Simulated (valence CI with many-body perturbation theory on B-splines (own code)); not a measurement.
# Ru³⁰⁺: electric-dipole lines

Computed by valence CI with perturbative core correlation (CI+MBPT): four valence electrons over a frozen Dirac-Fock core [Ne], radial functions for each j: 11 s, 11 p, 10 d, 8 f, 5 g, 2 h, with the one-electron correlation potential Σ1, the two-electron term Σ2, the three-electron term Σ3, Breit, model QED; selected CI, second order for the rest, scaled by the run's own slope (own B-spline code, finite nucleus).

No measured spectrum was set against this ion. As an estimate, large intervals hold to a few tenths of a per cent, small ones and those within an open d or f shell to about a per cent. Among the levels kept, up to 710 cm⁻¹ of a level comes from second order outside the variational space, and about a tenth of that is noise between levels of different J, which matters for small intervals.

Lines 201 to 250 of 547 in falling wavelength, among levels below 30.044 Ry, chosen from the strongest by gf and those to the six lowest levels. Wavelengths and rates use the calculated energies. Electric multipoles are in the length gauge with retardation, E1 and E2 with the static RPA response of the core. Weak lines are less certain than strong ones. Lines between different terms over intervals too small for the method are left out, as are lines whose strength nearly cancels. Where a level lies close to another of its J and parity, the split of strength between their lines is uncertain. The highest levels of a list are the least certain.

Names give the largest LS component (configuration and term), which can be under half, so a name can repeat, a term be missing and a line seem to break the LS rules; names also repeat where a configuration has a term twice. Letters in brackets count levels of one name in rising energy.

```tsv
λ vac (Å)	Upper	Lower	A (s⁻¹)	log gf	Branch %
99.40	3s2.3d2 3P_1 [a]	3s2.3p.3d 3P°_2 [b]	2.32e+10	-0.99	6.3
99.35	3s.3p2.3d 3P_2 [b]	3s2.3p.3d 3D°_2 [a]	2.78e+10	-0.69	13.1
99.32	3s.3p3 3S°_1	3s2.3p2 1D_2	9.49e+10	-0.38	42.8
99.27	3s.3p.3d2 3F°_4 [a]	3s.3p2.3d 3D_3 [a]	1.90e+10	-0.60	11.7
99.24	3s.3p.3d2 5G°_4	3s.3p2.3d 5F_3 [b]	3.73e+10	-0.31	56.5
99.20	3p3.3d 3F°_2 [b]	3s.3p2.3d 3G_3	7.40e+10	-0.26	47.7
99.15	3s.3p2.3d 3D_1 [d]	3s2.3p.3d 3P°_0	9.29e+10	-0.39	35.1
99.05	3p3.3d 3D°_2 [a]	3p4 3P_2	2.62e+10	-0.71	28.6
99.05	3p3.3d 3D°_1 [b]	3s.3p2.3d 3F_2 [a]	2.22e+10	-1.01	21.1
98.92	3p3.3d 5D°_3	3s.3p2.3d 5F_3 [b]	9.20e+09	-1.02	8.6
98.76	3s.3p.3d2 3F°_2 [b]	3s.3p2.3d 3D_2 [a]	4.39e+10	-0.49	16.1
98.76	3s.3p.3d2 3F°_2 [b]	3s.3p2.3d 3D_1 [c]	3.81e+10	-0.56	14.0
98.69	3s.3p2.3d 3F_4 [c]	3s2.3p.3d 3F°_4	1.11e+11	0.17	62.7
98.66	3s.3p2.3d 3D_2 [b]	3s2.3p.3d 3F°_3	8.43e+10	-0.21	48.2
98.58	3s.3p2.3d 1D_2 [b]	3s2.3p.3d 1P°_1	1.93e+11	0.15	53.8
98.35	3s.3p2.3d 3D_3 [b]	3s2.3p.3d 3F°_3	1.16e+10	-0.93	5.8
98.32	3s2.3d2 1G_4	3s2.3p.3d 1F°_3	1.67e+11	0.34	85.7
98.16	3p3.3d 3D°_2 [b]	3s.3p2.3d 5D_3	1.76e+10	-0.90	13.0
97.98	3s.3p.3d2 3H°_5	3s.3p2.3d 1G_4	1.41e+10	-0.65	13.7
97.92	3s.3p.3d2 3D°_2 [b]	3s.3p2.3d 3D_2 [a]	2.55e+10	-0.74	10.0
97.89	3s.3p2.3d 3P_2 [a]	3s.3p3 3D°_3	4.61e+10	-0.48	32.9
97.83	3s.3p.3d2 3D°_2 [b]	3s.3p2.3d 3F_3 [b]	1.34e+10	-1.02	5.2
97.82	3s.3p2.3d 3F_2 [c]	3s.3p3 3D°_2	1.62e+10	-0.94	14.3
97.75	3s.3p.3d2 5P°_3 [b]	3s.3p2.3d 3F_4 [a]	1.80e+10	-0.74	10.2
97.71	3s.3p2.3d 3D_3 [d]	3s2.3p.3d 3F°_4	2.34e+10	-0.63	11.5
97.65	3s.3p.3d2 5F°_4	3s.3p2.3d 3D_3 [a]	1.57e+10	-0.70	10.3
97.60	3s.3p2.3d 1F_3	3s2.3p.3d 3P°_2 [b]	1.10e+11	0.04	35.1
97.54	3p3.3d 3D°_1 [c]	3s.3p2.3d 3D_1 [a]	3.76e+10	-0.79	14.1
97.50	3p3.3d 3F°_4 [b]	3s.3p2.3d 5F_4	1.36e+10	-0.76	20.9
97.47	3p3.3d 1P°_1	3p4 1D_2	3.17e+10	-0.87	20.6
97.38	3p3.3d 5D°_1	3s.3p2.3d 5F_1	3.01e+10	-0.89	28.5
97.37	3s.3p.3d2 3F°_2 [a]	3s.3p2.3d 3F_2 [c]	1.74e+10	-0.91	16.1
97.35	3s.3p2.3d 3F_2 [e]	3s2.3p.3d 3F°_2 [b]	3.01e+10	-0.67	12.1
97.29	3p3.3d 3G°_5	3s.3p2.3d 5F_4	7.75e+09	-0.92	18.7
97.27	3s.3p.3d2 3G°_3 [a]	3s.3p2.3d 3F_2 [c]	5.59e+10	-0.26	47.3
97.19	3s.3p.3d2 5P°_2	3s.3p2.3d 5P_1	1.42e+10	-1.00	7.6
96.97	3s.3p.3d2 5D°_4 [a]	3s.3p2.3d 5P_3	3.25e+10	-0.39	21.4
96.84	3p3.3d 1D°_2 [b]	3s.3p2.3d 1P_1 [a]	1.67e+10	-0.93	9.8
96.77	3s.3p.3d2 5D°_3 [a]	3s.3p2.3d 5D_4	1.82e+10	-0.75	14.3
96.71	3s.3p2.3d 3D_1 [d]	3s2.3p.3d 3P°_1 [a]	4.35e+10	-0.74	16.4
96.47	3s.3p2.3d 3D_3 [e]	3s2.3p.3d 3F°_4	1.03e+11	0.00	51.6
96.39	3s.3p.3d2 3F°_2 [c]	3s.3p2.3d 3D_2 [b]	5.76e+10	-0.40	22.4
96.32	3p3.3d 1F°_3	3s.3p2.3d 3D_2 [a]	1.40e+10	-0.87	7.8
96.23	3p3.3d 1F°_3	3s.3p2.3d 3F_3 [b]	1.78e+10	-0.76	9.9
96.22	3s.3p.3d2 3S°_1 [b]	3s.3p2.3d 3P_1	6.52e+10	-0.57	24.5
96.20	3s.3p2.3d 3D_1 [b]	3s.3p3 3P°_0	2.77e+10	-0.94	35.1
96.09	3p3.3d 3D°_3	3s.3p2.3d 3F_2 [c]	1.31e+10	-0.90	6.6
95.97	3p3.3d 3P°_2 [a]	3p4 1D_2	2.10e+10	-0.84	10.5
95.76	3s.3p.3d2 3D°_1 [b]	3s.3p2.3d 3P_0 [b]	2.21e+10	-1.04	8.1
95.76	3s.3p2.3d 3D_3 [c]	3s2.3p.3d 3P°_2 [a]	4.80e+10	-0.34	53.5
```
